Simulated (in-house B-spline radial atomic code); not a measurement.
Atomic self-consistent-field run: Se⁴⁺ (an excited or competing configuration). Level of theory: non-relativistic r2SCAN0, spin-polarised, spherical fractional occupations, exact exchange averaged over the configuration, point nucleus; calculated with an all-electron radial atomic-structure program (B-spline basis).

Command:
```bash
python run_scf.py task.json out
```
Settings:
```
Z                34
configuration    [Ar] 3d9 4s2 5s1
hamiltonian      nr
method           r2scan0
spin_polarised   True
exact_exchange   averaged over the configuration
```

Output (hartree, bohr):
```
 radial grid: 50 intervals, B-splines of order 8, outer radius 30.8511 bohr

 iter        energy (Eh)    residual
    1       -2394.396444    6.59e-02
    2       -2394.402555    2.24e-03
    3       -2394.402592    1.20e-03
    4       -2394.402596    6.61e-04
    5       -2394.402597    8.63e-05
    6       -2394.402598    1.31e-05
    7       -2394.402598    6.69e-06
    8       -2394.402598    7.42e-07
    9       -2394.402598    8.83e-08

 total energy                     -2394.40260
 kinetic                            2393.0877
 electron-nucleus                  -5649.1980
 Hartree                             946.1630
 exact exchange                      -20.6041
 exchange-correlation                -63.8512

 orbital      occ     eigenvalue          <r>       <r^2>       <1/r>       r_max
 1s up      1.000      -457.9636    0.0449963   0.0027121     33.4962     0.02972
 1s down    1.000      -457.9615    0.0449963   0.0027121     33.4961     0.02972
 2s up      1.000       -61.4229     0.199663   0.0469481     7.42313       0.168
 2s down    1.000       -61.3642     0.199555   0.0468928     7.42725      0.1679
 2p up      3.000       -55.3304     0.172802   0.0364971     7.37909      0.1334
 2p down    3.000       -55.2838     0.172676    0.036437     7.38317      0.1334
 3s up      1.000       -10.7579       0.5766    0.381595     2.46125      0.5083
 3s down    1.000       -10.6666     0.577514    0.382799     2.45525      0.5087
 3p up      3.000        -8.6204     0.584035    0.398311     2.34568      0.5012
 3p down    3.000        -8.5212     0.585245    0.399996     2.33925      0.5018
 3d up      5.000        -4.8665     0.596953    0.436281      2.1049      0.4467
 3d down    4.000        -4.7831     0.599617     0.44079     2.09816      0.4478
 4s up      1.000        -2.6031      1.53124     2.64159    0.869333        1.38
 4s down    1.000        -2.5941      1.54547     2.68446    0.857447       1.396
 5s up      1.000        -1.1262       3.2257     11.5555    0.408317       3.126
```

Time taken, with all properties: 0.18 s on 1 thread of Arm Neoverse V2, on a shared host.
